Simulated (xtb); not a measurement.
AgI, triplet, at a GFN2-xTB geometry (such geometries of metal compounds can be far from the true shape) (the multiplicity is a formal guess). Base run: xtb 6.7.1 with GFN2-xTB.

The xtb input:
```
$ xtb mol.xyz --gfn 2 --uhf 2 --json

# file mol.xyz
2

Ag    -0.00000000    -0.00000000    -1.54269681
I      0.00000000     0.00000000     1.36805189
```

Variants of this job, named by their change:

```tsv
change	ΔE vs base (kcal/mol)	dipole (D)	G_solv (kcal/mol)	SCF cycles
base	0.000	1.94	-	20
alpb = chcl3	-6.01	2.16	-6.17	19
alpb = water	-2.68	2.19	-2.89	19
file = coord	0.000	1.94	-	20
alpb = thf	-5.40	2.06	-5.45	20
acc = 0.0001	0.000	1.94	-	26
acc = 0.1	0.000	1.94	-	22
```

ALPB and GBSA are two models with their own fitted parameters for each solvent, which aren't always the measured dielectric constant.
